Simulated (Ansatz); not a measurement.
`CN[Si](Cl)(Cl)Cl` + HCl → `Cl[Si](Cl)(Cl)Cl` + CH₃NH₂ at 400 K and 1 bar (ligand exchange at the Si–N bond).

Isolated molecules relaxed with PBE0-D4/def2-TZVP in Ansatz; ΔE leaves out vibrations. CBS: MP2 limit from def2 TZ/QZ plus the TZ coupled-cluster correction, frozen cores. This one scheme is used for every species. One conformer a species, not always the lowest.

```
           species  CCSD(T)/CBS energy (Eh)  H − E (kJ/mol)  S (J/(mol·K))
`CN[Si](Cl)(Cl)Cl`              -1763.76586           197.3          433.9
               HCl               -460.38127            29.6          195.4
`Cl[Si](Cl)(Cl)Cl`              -2128.39959            48.4          359.3
            CH₃NH₂                -95.75281           185.4          256.0
```

H − E and S are ideal-gas, rigid-rotor, harmonic terms from PBE0-D4/def2-TZVP, for one conformer and one mirror image of each species. 1 Eh = 2625.50 kJ/mol, R = 8.31446 J/(mol·K).

Question: By hand: ΔE, ΔH, ΔS and ΔG.

Answer: ΔE = (-2128.39959) + (-95.75281) − (-1763.76586) − (-460.38127) = -0.00527 Eh = -13.8 kJ/mol. Δ(H − E) = 48.4 + 185.4 − 197.3 − 29.6 = 6.9, so ΔH = -6.9 kJ/mol. ΔS = 359.3 + 256.0 − 433.9 − 195.4 = -14.0 J/(mol·K). ΔG = -6.9 − 400 × (-14.0)/1000 = -1.3 kJ/mol.

Question: By hand: the equilibrium constant, and the temperature at which ΔG would vanish if ΔH and ΔS stayed fixed.

Answer: log₁₀ K = −ΔG/(RT ln 10) = 0.2. ΔG = 0 at ΔH/ΔS = 493 K, though so small a ΔH makes that figure unsure.

TΔS isn't small against ΔH here. The sign of ΔG lies within the doubt. A doubt of 5 kJ/mol in ΔE shifts log₁₀ K by 0.7 here. Other conformers and mirror images would add mixing entropy, several J/(mol·K) or more a flexible species. Modes under 60 cm⁻¹, often nearly free rotors, make the harmonic entropy too high. These are equilibria of isolated gas molecules and say nothing of rates. Largest T1 diagnostic: 0.009 (customary marks: 0.02 for closed shells, 0.045 for open ones).
